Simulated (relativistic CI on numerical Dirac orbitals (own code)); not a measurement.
## One change at a time: Re LXXIII

Base calculation: Dirac-Coulomb-Breit CI, orbitals from a KLI potential per configuration, a model potential for QED, unscaled Slater integrals.

CI space (outside the closed core 1s2): 2s, 2p, 3s, 3p, 3d, 4s, 4p, 4d, 4f, 5s, 5p, 5d, 5f, 5g, 6s, 6p, 6d. Levels of other configurations are missing.

Variants: (1) configuration mixing switched off. Shifts of the energy above 2s ²S1/2, in eV, for the lowest level and the first level of each name with at least 55 % of one term (blank where a level changes its place among those of its configuration and J or its character, or is not in the variant):

```tsv
Level	Base	Δ(1)
2s ²S1/2	0.0	0.0
2p ²P°1/2	198.7	+0.1
2p ²P°3/2	1797.2	-0.1
3s ²S1/2	11498.8	-0.1
3p ²P°1/2	11552.3	-0.1
3p ²P°3/2	12029.0	-0.1
3d ²D3/2	12041.2	-0.1
3d ²D5/2	12175.1	-0.1
4s ²S1/2	15433.2	-0.1
4p ²P°1/2	15454.8	-0.1
4p ²P°3/2	15654.5	-0.1
4d ²D3/2	15659.7	-0.1
4d ²D5/2	15716.5	-0.1
4f ²F°5/2	15716.7	-0.1
4f ²F°7/2	15744.1	-0.1
5s ²S1/2	17220.9	-0.1
5p ²P°1/2	17231.6	-0.1
5p ²P°3/2	17333.2	-0.1
5d ²D3/2	17335.8	-0.1
5d ²D5/2	17364.9	-0.1
5f ²F°5/2	17365.0	-0.1
5g ²G7/2	17379.1	-0.1
```

At this charge energies of transitions that change n are usually good to better than 1 %, and those within a shell (Δn = 0) to a few per cent.

Ionisation energy from the two ground configurations alone: base 20295.9 eV. The NIST ASD value (theoretical) is 20297.4 eV.
